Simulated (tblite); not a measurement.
Species: C₃H₆FOSi (doublet state).
Numbering: `[F:1]/[CH:2]=[CH:3]/[CH:4][O:5][SiH3:6]` (hydrogens: H7 on C2; H8 on C3; H9 on C4; H10, H11, H12 on Si6)

Geometry (GFN2-xTB, Å), atoms numbered from 1 in this order:
```xyz
12
C3H6FOSi angstrom
F     -3.725    0.403    0.566
C     -2.586    0.404   -0.148
C     -1.398    0.095    0.449
C     -0.183    0.072   -0.203
O      0.934   -0.242    0.454
Si     2.503   -0.362    0.017
H     -2.737    0.663   -1.182
H     -1.408   -0.147    1.503
H     -0.104    0.306   -1.256
H      3.062   -0.748    1.300
H      2.985    0.925   -0.491
H      2.659   -1.369   -1.035
```

All values are computed: GFN2-xTB (tblite) harmonic vibrations without scaling, gas phase. Errors from tens to a few hundred cm⁻¹ against measured bands are possible. Modes of hydrogen on silicon can be 10 to 20 % off. One conformer, not necessarily the lowest. Open shells enter through the occupations alone, without spin polarisation, and single modes of such species can be off by tens of per cent.

Harmonic wavenumbers (cm⁻¹): 43.4, 99.2, 101.9, 220.0, 230.3, 271.1, 378.7, 484.9, 589.2, 610.8, 632.9, 688.1, 735.7, 795.5, 816.3, 827.9, 952.1, 1102.5, 1183.8, 1201.8, 1216.1, 1272.4, 1436.4, 1524.4, 2232.1, 2263.4, 2370.2, 3043.9, 3090.4, 3112.1.

A = 25488, B = 846.3, C = 826.8 MHz; mass 105.017 u (most abundant isotopes); point group Cs, symmetry number 1; spin multiplicity 2.

**Question.** Zero-point energy?

**Answer.** ½Σν̃ = 16764 cm⁻¹ = 200.54 kJ/mol.

**Question.** What is S at 273.15 K and 1 bar for an ideal gas of classical rigid rotors and harmonic oscillators?

**Answer.** Translation 165.08, rotation 113.09, vibration 84.15, spin (R ln 2) 5.76: S = 368.1 J/(mol K).

**Question.** And Cp and H(273.15 K) − H(0)?

**Answer.** Cp = 119.07 J/(mol K), of which vibrations give 85.81 (their classical limit is 30 R = 249.4); H(273.15 K) − H(0) = 21.11 kJ/mol without the zero-point energy, 12.03 from vibrations.

**Question.** What must be added to the electronic energy to get the Gibbs energy at 273.15 K and 1 bar?

**Answer.** ZPE + [H(273.15 K) − H(0)] − T·S = 200.54 + 21.11 − 100.54 = 121.11 kJ/mol.

**Question.** How do the functions run with temperature in this model?

**Answer.** 
```
 T (K)  S (J/(mol K))  Cp (J/(mol K))  H − H(0) (kJ/mol)  G − H(0) (kJ/mol)  ln q(vib)
    50          238.4            50.5               2.02              -9.90       0.46
   100          278.8            67.2               4.98             -22.90       1.41
298.15          378.8           126.1              24.18             -88.77       5.31
373.15          409.3           145.5              34.38            -118.34       6.75
   500          455.7           171.7              54.58            -173.26       9.11
   750          532.4           206.3             102.19            -297.13      13.46
  1000          595.0           228.0             156.68            -438.30      17.37
```

q(vib) and H(0) count from the zero-point level.

**Question.** Which modes carry the vibrational entropy at 273.15 K?

**Answer.** 43.4 cm⁻¹: 20.60; 99.2 cm⁻¹: 13.81; 101.9 cm⁻¹: 13.59; 220.0 cm⁻¹: 7.54; 230.3 cm⁻¹: 7.20; 271.1 cm⁻¹: 6.02 J/(mol K); the other 24 give 15.40 together.

Hindered rotation and anharmonicity are outside this model. Other conformers, if any are populated, would add a mixing term that is left out.

Hardware: one thread of an Arm Neoverse V1, shared host. Cost: 0.28 s wall. The figure is for the frequency step alone.
